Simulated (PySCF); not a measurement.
1-hydroxysiletane (C3H8OSi), SMILES O[SiH]1CCC1.

Geometry: B3LYP-D3(BJ)/def2-SVP. The values are those of a single conformer.

All values below come from TDA-M06-2X/def2-SVPD in PySCF.

Vertical excitations. The molecule is in vacuum.

**Question.** List the lowest excited states. (Estimate from the structure and the level; the computed values follow.)

**Answer.** 
```csv
state,energy (eV),λ (nm),f,main pairs
S1,6.99,177,0.005,HOMO→LUMO 80 %
S2,7.25,171,0.006,HOMO−1→LUMO 77 %
S3,7.59,163,0.033,"HOMO→LUMO+1 52 %, HOMO→LUMO+2 23 %, HOMO−1→LUMO+2 14 %"
S4,7.69,161,0.005,"HOMO−1→LUMO+1 48 %, HOMO−1→LUMO+2 21 %, HOMO→LUMO+1 17 %"
S5,7.76,160,0.019,"HOMO→LUMO+2 32 %, HOMO−1→LUMO+1 28 %, HOMO→LUMO+1 17 %, HOMO−1→LUMO+2 7 %"
S6,7.98,155,0.133,"HOMO−1→LUMO+2 46 %, HOMO→LUMO+2 35 %, HOMO−1→LUMO+1 8 %"
S7,8.37,148,0.021,"HOMO→LUMO+3 54 %, HOMO→LUMO+4 20 %"
S8,8.51,146,0.057,"HOMO−1→LUMO+3 36 %, HOMO→LUMO+3 19 %, HOMO−1→LUMO+4 15 %, HOMO→LUMO+4 9 %"
S9,8.56,145,0.059,"HOMO−1→LUMO+3 34 %, HOMO→LUMO+4 32 %, HOMO→LUMO+3 9 %"
S10,8.70,143,0.033,"HOMO−1→LUMO+4 41 %, HOMO−1→LUMO+3 16 %, HOMO−1→LUMO+5 13 %, HOMO→LUMO+4 8 %"
T1,6.78,183,0,HOMO→LUMO 73 %
T2,7.03,176,0,"HOMO−1→LUMO 69 %, HOMO−1→LUMO+5 11 %"
T3,7.29,170,0,HOMO→LUMO+2 62 %
T4,7.42,167,0,"HOMO−1→LUMO+2 52 %, HOMO−1→LUMO+1 14 %, HOMO→LUMO+1 12 %"
```
Triplets are in the Tamm–Dancoff approximation.
